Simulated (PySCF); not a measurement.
Gas-phase thermal properties of CdCl2

Energies from PySCF, thermal terms from the rigid-rotor harmonic-oscillator model, ideal gas at 1 bar. All species are closed-shell singlets. Cd: scalar-relativistic def2 core potential, no spin-orbit coupling. The harmonic model lacks anharmonicity and excited electronic states, which grow with temperature; levels with a mode under 35 cm⁻¹ are left out. Soft modes under 120 cm⁻¹ make the harmonic entropy rough for CdCl2.

| level | point group | σ | ZPE (kJ/mol) | S°298 (J/mol/K) | Cp298 (J/mol/K) | S°1000 (J/mol/K) | H1000 − H298 (kJ/mol) |
|---|---|---|---|---|---|---|---|
| PBE/def2-SVP | D∞h | 2 | 5.5 | 287.4 | 58.3 | 360.8 | 42.8 |
| PBE0/def2-TZVP | D∞h | 2 | 5.5 | 286.5 | 58.2 | 359.9 | 42.8 |
σ: rotational symmetry number. Electronic degeneracy used: 1. Frequencies are unscaled.
